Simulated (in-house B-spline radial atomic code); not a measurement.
# Correlation energy from the adiabatic connection: −Z/r, Z = 2.65, wall at 0.659 bohr

Two electrons in a singlet, external potential −Z/r, Z = 2.65, wall at 0.659 bohr (atomic units). Full CI in B-splines (partial waves to l = 8, correlation up to 0.6 % small) with the density held fixed gives W(λ) = <V_ee>_λ − U, and E_c is the integral of W(λ) − W(0) from 0 to 1.

```
   λ  W(λ) − W(0) (hartree)
   0                0.00000
0.02               -0.00197
0.05               -0.00492
0.12               -0.01175
0.25               -0.02422
 0.4               -0.03829
 0.6               -0.05654
 0.8               -0.07422
   1               -0.09136
```

Problem. Integrate the table by the trapezoid rule.

Solution. The strips give -0.00002, -0.00010, -0.00058, -0.00234, -0.00469, -0.00948, -0.01308, -0.01656, which sum to -0.04685 hartree. The direct value, W(1) − W(0) + T_c with T_c = 0.04447, is -0.04690; the curve is convex, so chords lie above it and the trapezoids fall short in size by 0.10 %.

Problem. Now use only three numbers: W(0) = -3.0381, the initial slope W'(0) = -0.09882 (extrapolated from the first points) and the strong-coupling limit of the point-charge-plus-continuum model, W∞ = -3.4627. What do second-order theory and the interpolation W(λ) = W∞ + (W(0) − W∞)/√(1 + 2χλ) of Seidl, Perdew and Levy give?

Solution. Second order keeps the slope alone: E_c = W'(0)/2 = -0.04941, +5 % in size against -0.04690. Matching the slope fixes χ = W'(0)/(W∞ − W(0)) = -0.09882/(-0.42460) = 0.23274. Integrating, with s = √(1 + 2χ) = 1.210567, E_c = −(W(0) − W∞)(s − 1)/(s + 1) = −0.42460 × 0.210567/2.210567 = -0.04045 hartree, -13.8 % in size against the full result. At λ = 1 the formula gives W − W(0) = -0.07386 against -0.09136. Part of the miss can come from the model's W∞, which here lies above the computed W at λ = 10, -3.56949.
